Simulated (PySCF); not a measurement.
C₃H₄F₃OS (doublet state).
Cartesian coordinates in Å at the GFN2-xTB level; atoms count from 1:
```xyz
12
C3H4F3OS angstrom
C      1.946    0.447    0.349
O      0.575    0.748    0.436
C     -0.275   -0.044   -0.264
S      0.148   -1.710   -0.603
C     -1.708    0.271    0.019
F     -1.937    1.585    0.006
F     -2.163   -0.181    1.213
F     -2.524   -0.281   -0.901
H      2.462    1.242    0.883
H      2.278    0.419   -0.693
H      2.160   -0.519    0.817
H     -0.961   -1.978   -1.289
```

The hyperfine couplings belong to this conformer and change with its torsions.

As a line formula: `FC([C](OC)S)(F)F` [radical].

Level of theory: UKS B3LYP, pcH-1 on C F H O S, non-relativistic, mean-field spin-orbit, GIAO in PySCF 2.14.0. One conformer (not necessarily the lowest) at the GFN2-xTB geometry, without solvent, vibrations or thermal averaging. A GFN2-xTB geometry isn't a minimum of the functional, and hyperfine couplings can be far from their values at a DFT geometry. The SCF solution wasn't tested for stability.

Question: Match the computed a_iso(13C) values +197.0, -3.9, -0.6 MHz with the sites C1; C3; C5.

Answer: 
| site | a_iso (MHz) | ρ(0) (bohr⁻³) | position | distance from C3 (Å) | spin population | largest \|T\| (MHz) |
| --- | --- | --- | --- | --- | --- | --- |
| C1 | -3.9 | -0.0034 | 2 bonds from C3 | 2.36 | -0.01 | 2.4 |
| C3 | +197.0 | +0.1750 | largest spin population | 0.00 | +0.71 | 131.8 |
| C5 | -0.6 | -0.0006 | 1 bond from C3 | 1.49 | 0.00 | 7.5 |

Question: Match the computed a_iso(1H) values +10.2, +3.3 MHz (means over equivalent nuclei) with the sites H9/H10/H11; H12.

Answer: 
| site | a_iso (MHz) | ρ(0) (bohr⁻³) | position | distance from C3 (Å) | bound to | spin population there | largest \|T\| (MHz) |
| --- | --- | --- | --- | --- | --- | --- | --- |
| H9/H10/H11 | +10.2 | +0.0023 | γ, 3 bonds from C3 | 2.86 | C1 | -0.01 | 5.9 |
| H12 | +3.3 | +0.0007 | β, 2 bonds from C3, on S4 of spin population +0.14 | 2.29 | S4 | +0.14 | 6.7 |

ρ(0) is the spin density at the nucleus and T the dipolar tensor; a_iso includes a spin–orbit part; entries for several nuclei are means. The largest Mulliken spin populations are on C3 (+0.71), S4 (+0.14) and O2 (+0.12). No atom but C3 exceeds +0.15. The angles at C3 add up to 350.6°, so it is slightly pyramidal.

Class means assume fast exchange of nuclei equivalent by connectivity; if that motion is slow, each nucleus keeps its own coupling. The three 19F nuclei of mean +52.3 MHz run from 11.9 to 131.2 MHz in the frozen geometry. The three 1H nuclei of mean +10.2 MHz run from -1.6 to 19.9 MHz in the frozen geometry.
